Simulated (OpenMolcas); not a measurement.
## Ru4+: moving or changing the point charges

Ru4+ among 6 point charges of -1.7 e arranged as a trigonal antiprism (D3d), 1.95 Å from the ion, with a polar angle of 58.6° against the regular 54.74°.
```
   0.0000    1.6638    1.0169  -1.70
  -1.4409   -0.8319    1.0169  -1.70
   1.4409   -0.8319    1.0169  -1.70
   0.0000   -1.6638   -1.0169  -1.70
   1.4409    0.8319   -1.0169  -1.70
  -1.4409    0.8319   -1.0169  -1.70
```

```json
{"Program": "OpenMolcas", "Method": "SS-CASPT2, IPEA 0.25 Eh, imaginary shift 0.1 Eh (closed shells correlated: 4s 4p)", "Basis": "ANO-RCC-VDZP [6s5p3d1f]", "Scalar Hamiltonian": "DKH2, point nucleus", "Active space": "4 electrons in 5 orbitals (4d)", "State averaging": "2S+1 = 5 even, 5 roots; 2S+1 = 3 even, 45 roots; 2S+1 = 1 even, 50 roots", "Spin-orbit coupling": "RASSI with atomic mean-field integrals over the reference wave functions"}
```

Runs around this geometry, states (labels of D3, the rotations of D3d). Energies in cm-1 above the lowest state or level, χT in cm3 K/mol.

| R (Å) | q (e) | Polar angle / regular | Ground state | First state of that spin | First gap with spin-orbit (degeneracies) | χT at 300 K | First state of another spin |
| --- | --- | --- | --- | --- | --- | --- | --- |
| 1.95 | -0.85 | 1.07 | 5E | 5E 3800 | 100 (1, 1) | 1.285 | 3A2 17040 |
| 1.82 | -1.7 | 1.07 | 5E | 5E 10390 | 62 (1, 1) | 1.815 | 3A2 9530 |
| 1.95 | -1.7 | 1.07 | 5E | 5E 7580 | 56 (1, 1) | 1.640 | 3A2 12850 |
| 2.12 | -1.7 | 1.07 | 5E | 5E 5190 | 65 (1, 1) | 1.405 | 3A2 15550 |
| 1.95 | -1.7 | 1.16 | 5E | 5E 9860 | 26 (1, 1) | 1.241 | 3A2 11970 |

Taking the first state of the same spin as R^-n, n = -ln(5190 / 10390) / ln(2.12 / 1.82) = 4.5 between the shortest and longest distance.

Scaling the charges by -0.85 / -1.7 = 0.50 scales the first state of the same spin by 3800 / 7580 = 0.50; with fixed orbitals a first-order splitting would follow the charge.

Roots that are degenerate in the reference are averaged as groups; the widest CASPT2 spread within a group is 200 cm-1 (the 2-fold group of multiplicity 1 near 55500 cm-1 above the lowest state of its run, R = 1.95, q = -0.85, ratio = 1.07). Shifts and gaps below about the spread of the groups concerned are not significant. An orbital doublet at a regular site is open to a Jahn-Teller distortion, which this geometry leaves out. Point charges give a weaker field than real ligands, and real ions of this kind are as a rule low spin; the high spin found here belongs to the model. Free-ion shares, where given, are those of the reference states; single-state CASPT2 does not remix them. This shell can be high or low spin here, a state of another spin lies low, and with metal d orbitals alone active their balance is uncertain, so the ground spin may be wrong (holds for R = 1.82, q = -1.7, ratio = 1.07; R = 1.95, q = -1.7, ratio = 1.07; R = 1.95, q = -1.7, ratio = 1.16). This is an electrostatic model: the charges have no orbitals. No measured value stands beside these numbers.
